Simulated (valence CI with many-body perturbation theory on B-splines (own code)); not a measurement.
# Zr XXXV: electric-dipole lines

Calculated by relativistic CI+MBPT: four valence electrons over a frozen Dirac-Fock core [He], radial functions for each j: 11 s, 11 p, 10 d, 8 f, 5 g, 2 h, with the one-electron correlation potential Σ1 (screened to all orders), the two-electron term Σ2, the three-electron term Σ3, Breit, model QED; selected single and double excitations, second order for the rest, scaled by the run's own slope (own B-spline code, finite nucleus).

The last digits are not significant, and no measured levels were compared; by estimate large intervals hold to a few tenths of a per cent, small ones and those within an open d or f shell to about a per cent. Among the levels kept, up to 970 cm⁻¹ of a level comes from second order outside the variational space, and about a tenth of that is noise between levels of different J, which matters for small intervals.

Lines 151 to 200 of 534 in falling wavelength, among levels below 227.79 Ry, chosen from the strongest by gf and those to the six lowest levels. Wavelengths and rates use the calculated energies. Electric multipoles are in the length gauge, E1 and E2 with the static RPA response of the core. Weak lines are less certain than strong ones. Lines between different terms over intervals too small for the method are left out, as are lines whose strength nearly cancels. The highest levels of a list are the least certain.

Levels are named by their leading jj configuration (3d3/2^4 stands for four electrons in 3d with j = 3/2), which in mixed levels can hold well under half, so a name can repeat and another be missing. Letters in brackets count levels of one name in rising energy.

```tsv
λ vac (nm)	Upper	Lower	A (s⁻¹)	log gf	Branch %
6.290	(2s 2p3/2^2 3p1/2) J=3	(2s^2 2p3/2 3p1/2) J=2	2.12e+10	-1.06	0.1
6.190	(2s 2p1/2 2p3/2^2) J=2 [a]	(2s^2 2p1/2 2p3/2) J=1	3.14e+10	-1.04	95.6
5.910	(2p1/2 2p3/2^2 3p3/2) J=3 [b]	(2s 2p1/2 2p3/2 3p3/2) J=2 [c]	2.43e+10	-1.05	0.1
5.892	(2s 2p1/2 2p3/2^2) J=3	(2s^2 2p1/2 2p3/2) J=2	2.28e+10	-1.08	83.0
5.883	(2p1/2 2p3/2^2 3p1/2) J=2 [b]	(2s 2p1/2 2p3/2 3p1/2) J=1 [c]	4.07e+10	-0.98	0.1
5.859	(2p1/2 2p3/2^2 3p3/2) J=4	(2s 2p1/2 2p3/2 3p3/2) J=3 [c]	4.24e+10	-0.71	0.2
5.850	(2s 2p3/2^2 3p3/2) J=2 [a]	(2s^2 2p3/2 3p3/2) J=1	3.31e+10	-1.07	0.1
5.740	(2p1/2 2p3/2^2 3p1/2) J=3	(2s 2p1/2 2p3/2 3p1/2) J=2 [c]	4.31e+10	-0.83	0.2
5.714	(2p1/2 2p3/2^3) J=1	(2s 2p1/2 2p3/2^2) J=1 [b]	8.41e+10	-0.91	26.6
5.442	(2s 2p1/2 2p3/2 3d5/2) J=4 [c]	(2s^2 2p1/2 3d5/2) J=3	6.37e+10	-0.59	0.3
5.432	(2s 2p3/2^2 3d5/2) J=4 [b]	(2s^2 2p3/2 3d5/2) J=3	2.46e+10	-1.01	0.6
5.403	(2s 2p1/2 2p3/2 3p3/2) J=3 [c]	(2s^2 2p1/2 3p3/2) J=2	8.00e+10	-0.61	0.5
5.400	(2s 2p1/2 2p3/2 3d5/2) J=3 [c]	(2s^2 2p1/2 3d5/2) J=2	7.31e+10	-0.65	0.1
5.329	(2s 2p1/2 2p3/2 3d3/2) J=3 [c]	(2s^2 2p1/2 3d3/2) J=2	6.58e+10	-0.71	0.9
5.316	(2s 2p1/2 2p3/2 3p3/2) J=2 [c]	(2s^2 2p1/2 3p3/2) J=1	9.16e+10	-0.71	0.6
5.315	(2p3/2^4) J=0	(2s 2p3/2^3) J=1	3.66e+11	-0.81	90.8
5.311	(2s 2p1/2 2p3/2 3d3/2) J=1 [d]	(2s^2 2p1/2 3d3/2) J=1	7.92e+10	-1.00	0.1
5.310	(2s 2p3/2^3) J=2	(2s^2 2p3/2^2) J=2	1.22e+11	-0.59	90.8
5.291	(2s 2p1/2 2p3/2 3p1/2) J=2 [c]	(2s^2 2p1/2 3p1/2) J=1	8.56e+10	-0.75	0.8
5.290	(2s 2p3/2^2 3d5/2) J=2 [b]	(2s^2 2p3/2 3d5/2) J=1	5.61e+10	-0.93	0.3
5.267	(2s 2p1/2 2p3/2 3d3/2) J=2 [d]	(2s^2 2p1/2 3d3/2) J=1	8.67e+10	-0.74	0.1
5.238	(2s 2p1/2 2p3/2 3d5/2) J=2 [c]	(2s^2 2p1/2 3d5/2) J=2	8.53e+10	-0.76	0.1
5.236	(2s 2p3/2^2 3d5/2) J=3 [c]	(2s^2 2p3/2 3d5/2) J=3	1.04e+11	-0.52	0.1
5.235	(2p1/2^2 2p3/2^2) J=2	(2s 2p1/2^2 2p3/2) J=1	5.51e+10	-0.95	25.9
5.226	(2s 2p1/2 2p3/2 3d5/2) J=3 [d]	(2s^2 2p1/2 3d5/2) J=3	1.07e+11	-0.51	0.1
5.219	(2s 2p1/2 2p3/2 3p1/2) J=1 [c]	(2s^2 2p1/2 3p1/2) J=0	1.02e+11	-0.90	0.7
5.208	(2p1/2 2p3/2^3) J=2	(2s 2p1/2 2p3/2^2) J=2 [b]	1.26e+11	-0.59	48.0
5.199	(2s 2p1/2 2p3/2 3d3/2) J=2 [c]	(2s^2 2p1/2 3d3/2) J=2	6.55e+10	-0.88	0.1
5.198	(2s 2p1/2 2p3/2 3s) J=2 [c]	(2s^2 2p1/2 3s) J=1	5.33e+10	-0.97	0.2
5.195	(2s 2p1/2 2p3/2 3d5/2) J=1 [c]	(2s^2 2p1/2 3d5/2) J=2	9.36e+10	-0.94	0.1
5.192	(2s 2p1/2 2p3/2 3p1/2) J=1 [b]	(2s^2 2p1/2 3p1/2) J=1	9.36e+10	-0.94	0.2
5.192	(2s 2p1/2 2p3/2 3p3/2) J=2 [d]	(2s^2 2p1/2 3p3/2) J=2	1.18e+11	-0.62	0.7
5.191	(2p1/2 2p3/2^2 3p3/2) J=3 [b]	(2s 2p1/2 2p3/2 3p3/2) J=3 [b]	4.21e+10	-0.92	0.2
5.161	(2s 2p1/2 2p3/2 3p3/2) J=1 [c]	(2s^2 2p1/2 3p3/2) J=1	9.95e+10	-0.92	0.7
5.147	(2s 2p3/2^2 3p3/2) J=2 [c]	(2s^2 2p3/2 3p3/2) J=2	8.26e+10	-0.78	5.2
5.141	(2s 2p1/2 2p3/2 3s) J=1 [c]	(2s^2 2p1/2 3s) J=1	1.09e+11	-0.89	0.8
5.127	(2s 2p1/2 2p3/2 3d5/2) J=2 [d]	(2s^2 2p1/2 3d5/2) J=3	1.58e+11	-0.51	0.2
5.115	(2p1/2^2 2p3/2 3d5/2) J=4	(2s 2p1/2^2 3d5/2) J=3	4.41e+10	-0.81	16.8
5.108	(2s 2p1/2 2p3/2 3d3/2) J=1 [c]	(2s^2 2p1/2 3d3/2) J=2	1.64e+11	-0.72	0.8
5.100	(2s 2p1/2 2p3/2 3p3/2) J=1 [d]	(2s^2 2p1/2 3p3/2) J=2	1.50e+11	-0.75	2.8
5.082	(2s 2p3/2^2 3d3/2) J=3 [b]	(2s^2 2p3/2 3d3/2) J=3	8.35e+10	-0.65	0.1
5.081	(2p1/2^2 2p3/2 3p3/2) J=3	(2s 2p1/2^2 3p3/2) J=2	5.95e+10	-0.79	0.2
5.072	(2s 2p3/2^3) J=1	(2s^2 2p3/2^2) J=0	6.45e+10	-1.13	19.3
5.072	(2s 2p3/2^2 3d3/2) J=1 [b]	(2s^2 2p3/2 3d3/2) J=2	1.56e+11	-0.74	0.2
5.062	(2s 2p3/2^2 3d3/2) J=3 [b]	(2s^2 2p3/2 3d5/2) J=4	3.53e+10	-1.02	0.0
5.058	(2p1/2 2p3/2^2 3s) J=1 [b]	(2s 2p1/2^2 3d5/2) J=2	8.55e+10	-1.01	0.2
5.055	(2s 2p1/2^2 2p3/2) J=1	(2s^2 2p1/2^2) J=0	1.08e+11	-0.91	93.6
5.055	(2s 2p3/2^2 3s) J=1 [a]	(2s^2 2p3/2 3s) J=2	1.46e+11	-0.78	0.5
5.046	(2p1/2 2p3/2^2 3p1/2) J=1 [b]	(2s 2p1/2 2p3/2 3p1/2) J=2 [c]	8.92e+10	-0.99	0.3
5.045	(2s 2p3/2^2 3s) J=1 [b]	(2s^2 2p3/2 3s) J=1	2.08e+11	-0.62	0.7
```
